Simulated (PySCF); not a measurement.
Species: C9H9N3.
Atom-mapped SMILES: `[CH2:1]=[CH:2][c:3]1[n:4][n:5][n:6]2[c:7]([CH3:8])[cH:9][cH:10][cH:11][c:12]12`

NICS is the negative of the GIAO shielding at a point without a nucleus: at the ring centre (0) and 1 Å above and below it (1); zz is the component along the ring normal. Level: GIAO PBE0/pcSseg-1 (PySCF, non-relativistic, gas phase) on the GFN2-xTB geometry, one conformer.

Rings: 1. C3–N4–N5–N6–C12; 2. N6–C7–C9–C10–C11–C12.

| set | NICS(0) | NICS(1), two faces | NICS(1)zz, two faces |
| --- | --- | --- | --- |
| P | -14.0 | -14.9 / -14.9 | -37.4 / -37.4 |
| Q | -7.2 | -9.1 / -9.1 | -21.4 / -21.4 |

Q: Which set (ppm) belongs to which ring?

A: P = 1, Q = 2.
- 1 (5-membered ring with 3 N; formal bonds all aromatic): mean NICS(1)zz -37.4 ppm, shielded, aromatic by this magnetic criterion (flat ring, no four-coordinate atom), though in fused rings the probe also feels the neighbouring ring.
- 2 (6-membered ring with N; formal bonds all aromatic): mean NICS(1)zz -21.4 ppm, shielded. The ring is flat and has no four-coordinate atom; by the NICS criterion it is aromatic, though in fused rings the probe also feels the neighbouring ring.

Q: How do the rings differ in shape?

A: 
```json
{"ring": "1", "bond lengths (Å)": "1.344, 1.284, 1.332, 1.382, 1.408", "rms pucker (Å)": "0.00", "HOMA": "0.90", "nearest outside atom to a NICS(1) probe (Å)": "carbon 2.68"}
{"ring": "2", "bond lengths (Å)": "1.360, 1.364, 1.413, 1.366, 1.400, 1.382", "rms pucker (Å)": "0.00", "HOMA": "0.87", "nearest outside atom to a NICS(1) probe (Å)": "hydrogen 2.64"}
```

HOMA = 1 − mean of α(R − Ropt)² over the ring bonds, with Krygowski's 1993 parameters (CC: Ropt 1.388 Å, α 257.7 Å⁻²; CN: Ropt 1.334 Å, α 93.52 Å⁻²; NN: Ropt 1.309 Å, α 130.33 Å⁻²).

The run took 1.7 min wall (grids of density and orbitals included) on one thread, Arm Neoverse V1 (aarch64), shared host with 32 logical CPUs at a one-minute load of 33, and the process peaked at 1.1 GiB of memory. This is the whole shielding run at PBE0/pcSseg-1, SCF included.

The values belong to the conformer `[CH2:1]=[CH:2][c:3]1[n:4][n:5][n:6]2[c:7]([CH3:8])[cH:9][cH:10][cH:11][c:12]12`: C1–C2–C3–N4 0°.
